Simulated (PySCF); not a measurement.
TbS: one state, many levels of theory

State: octet, about 8.1 electrons in the 4f shell (Mulliken), real f orbitals that mix terms. Set-up: basis Tb x2c-SVPall, S x2c-SVPall; spin-free X2C with a Gaussian nucleus; PySCF 2.14. De refers to Tb (4f9 6s2) + S in their high-spin ground configurations, without counterpoise correction. The functionals are run spin-unrestricted. A positive dipole means Tb(−)S(+).

```tsv
Level	Re (Å)	ωe (cm⁻¹)	De (eV)	μ (D)
UHF	2.322	480	n/a	-7.60
UHF-MP2	2.268	490	n/a	n/a
UHF-SCS-MP2	2.279	488	n/a	n/a
PBE	2.308	417	4.86	-5.46
PW91	2.309	415	4.86	-5.44
r²SCAN	2.288	455	5.33	-6.00
PBE0	2.280	474	5.17	-6.25
BHandHLYP	2.294	478	5.42	-6.81
```

Question: What does a quarter of exact exchange do here, going from PBE to PBE0?

Answer: PBE0 less PBE: -2.8 pm in Re, +13.7 % in ωe, +0.31 eV in De. Exact exchange removes part of the self-interaction that spreads semilocal densities, and in most molecules shortens and stiffens the bond and lowers De; here De goes the other way.

Correlated steps freeze 23 core orbitals. Spin–orbit coupling is left out, which matters for elements this heavy, above all for dissociation energies. Counting both spins, an empty level lies below a filled one in some of these solutions, because spin and occupation are held. The state is the lowest single determinant that the PBE0 search found; with open d or f shells the true ground state can be another one.

The whole job (state search and all levels along the bond) took about 19 min on 2 threads of Arm Neoverse V1 (shared host), peak memory 2.8 GiB.
